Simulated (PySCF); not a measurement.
**Unknown compound**

The spectra below were simulated for a compound C2H10OSi4.

1H NMR (500 MHz, computed): δ 5.62 (t, 2H), 5.18 (s, 3H), 4.29 (t, 2H), 4.28 (s, 3H).

13C{1H} NMR (computed): δ 117.0 (C), 114.4 (C).

Calculated, not measured (PySCF 2.14.0 with density-fitted response routines): σ from GIAO-PBE0/pcSseg-1, structure optimised with GFN2-xTB. One conformer, no solvent, fast rotation and ring inversion assumed for equivalent nuclei, no relativistic terms.

Scale: TMS for 1H and 13C (reference shieldings calculated alike).

**Question.** What is the structure?

**Answer.** 
1. The formula gives 2 degrees of unsaturation (no ring in the answer).
2. 2 carbon signals for 2 carbons: no two carbons are equivalent.
3. Carbon types of the structure: 2 × C, leaving 10 H on heteroatoms.
4. δC 117.0, 114.4: alkyne carbon.
5. δH 5.62: hydrogen on a silicon bonded to O, Si.
6. δH 5.18: hydrogen on a silicon bonded to O.
7. δH 4.29: hydrogen on a silicon bonded to C, Si.
8. δH 4.28: hydrogen on a silicon bonded to C.

The compound is `[SiH3]C#C[SiH2][SiH2]O[SiH3]`.

This is the structure that produced the data.

Shifts are as computed. Against solution values, carbons near 30 ppm lie about +3 ppm off and those near 130 ppm about +5 ppm. Of 1309 compounds with measured shifts, 239 miss one by over three times the rms of a fit or turn the order of signals round; such compounds aren't used in these exercises. Multiplicities follow the n + 1 count of equivalent neighbours, as no J values were calculated; m marks all less simple cases, F and P coupling included.
